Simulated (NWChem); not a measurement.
# CH$_{4}$ClFOSi; SMILES Cl[Si@@H](CO)F

```xyz
9

O      0.8029     2.2568     0.1504
C     -0.2638     1.5341    -0.4768
Si    -0.4664    -0.1585     0.3392
F     -1.8490    -0.8391    -0.1376
Cl     1.0860    -1.4113    -0.1900
H      0.4969     2.5513     1.0222
H      0.0199     1.4160    -1.5277
H     -1.2098     2.0992    -0.4676
H     -0.4759    -0.0504     1.8165
```
Atoms are numbered in this order, from 1.

Results from NWChem. Pople sets run with spherical d functions. STO-3G and 3-21G are far too small for this property and stand as cheap habits. Structure relaxed at the B3LYP/6-31G* (spherical d) level. GIAO values for the isolated, static molecule; σ is the absolute isotropic shielding, δ = σ(reference) − σ with the isolated reference molecule computed at the same levels (13C: tetramethylsilane, 19F: trichlorofluoromethane, 1H: tetramethylsilane, 17O: water, 29Si: tetramethylsilane).

| level | δ O1 (ppm) | δ C2 (ppm) | δ Si3 (ppm) | δ F4 (ppm) | δ H7 (ppm) | δ H8 (ppm) | δ H9 (ppm) |
|---|---|---|---|---|---|---|---|
| KT2/pcSseg-1 | -3.9 | 59.7 | 9.4 | -188.6 | 3.68 | 3.85 | 5.53 |
| Hartree-Fock/STO-3G | -13.0 | 40.2 | -1.2 | -182.4 | 2.23 | 1.66 | 2.97 |
| Hartree-Fock/6-31G* | -33.7 | 47.6 | 9.5 | -111.0 | 3.48 | 3.22 | 5.27 |
| BHandHLYP/pcSseg-1 | … | … | … | … | … | … | … |

Task: Fill in the missing entries.

Result: 
- BHandHLYP/pcSseg-1, δ O1 (ppm): -15.9
- BHandHLYP/pcSseg-1, δ C2 (ppm): 55.6
- BHandHLYP/pcSseg-1, δ Si3 (ppm): 4.3
- BHandHLYP/pcSseg-1, δ F4 (ppm): -151.8
- BHandHLYP/pcSseg-1, δ H7 (ppm): 3.58
- BHandHLYP/pcSseg-1, δ H8 (ppm): 3.50
- BHandHLYP/pcSseg-1, δ H9 (ppm): 5.09
